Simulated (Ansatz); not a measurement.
CH7BOSSi can be A, `CSB[SiH2]O`, or B, `OBCS[SiH3]`.

Isolated molecules relaxed with PBE0-D4/def2-TZVP in Ansatz; ΔE leaves out vibrations. CBS: MP2 limit from def2 TZ/QZ plus the TZ coupled-cluster correction, frozen cores. DFT in def2-TZVPP. Each species was taken in one conformer, which may not be the lowest.

A:

Z-matrix (Å, degrees):
```
C
S 1 1.810
H 1 1.090 2 109.1
H 1 1.090 2 108.8 3 -118.9
H 1 1.088 2 109.7 3 120.6
B 2 1.748 1 107.4 3 -117.3
Si 6 2.008 2 117.6 1 178.1
H 6 1.197 2 119.6 1 -0.8
O 7 1.656 6 114.1 2 2.4
H 7 1.487 6 111.0 2 121.3
H 7 1.496 6 108.0 2 -121.2
H 9 0.958 7 116.9 6 -43.8
```

B:

```xyz
12

O    -1.810   -1.860   -1.402
B    -0.633   -1.199   -1.446
C    -0.394   -0.041   -0.413
S     1.246   -0.285    0.355
Si    1.210    1.345    1.717
H    -1.887   -2.545   -2.071
H     0.198   -1.490   -2.264
H    -1.174   -0.016    0.351
H    -0.393    0.919   -0.942
H     1.063    2.636    0.991
H     0.075    1.221    2.671
H     2.499    1.317    2.453
```

Question: Which is lower in electronic energy at CCSD(T)/CBS, and by how much? (An estimate is asked.)

Answer: Ansatz gave: B, by 6.2 kcal/mol.

Question: Give E(B) − E(A) in kcal/mol with B2PLYP, LDA (SPW92), CCSD/def2-TZVPP, PBE0-D4, MP2/def2-TZVPP, CCSD(T)/def2-TZVPP, HF/def2-TZVPP. (Best estimate.)

Answer: Ansatz gave: B2PLYP -6.4, LDA (SPW92) -5.8, CCSD/def2-TZVPP -6.9, PBE0-D4 -6.0, MP2/def2-TZVPP -7.2, CCSD(T)/def2-TZVPP -6.4, HF/def2-TZVPP -8.9. None reverses the order clearly.

Question: Does the order hold for the free energy at 298.15 K (harmonic terms from PBE0-D4)? (Best estimate.)

Answer: Ansatz gave: Yes: G(B) − G(A) = -6.7 kcal/mol, for one conformer each. Modes under 60 cm⁻¹, often nearly free rotors, make the harmonic entropy too high.

Largest T1 diagnostic: 0.014.

Leaving LDA and LC-ωPBE aside and taking each functional with its dispersion term where it has one, the values, not all of them listed here, spread over 2.8 kcal/mol, from ωB97M-V to PBE-D4. LDA lies −0.9 kcal/mol from PBE without D4. From PBE to PBE0 (25 % exact exchange), in def2-TZVPP and without D4, E(B) − E(A) moves by −1.0 kcal/mol.
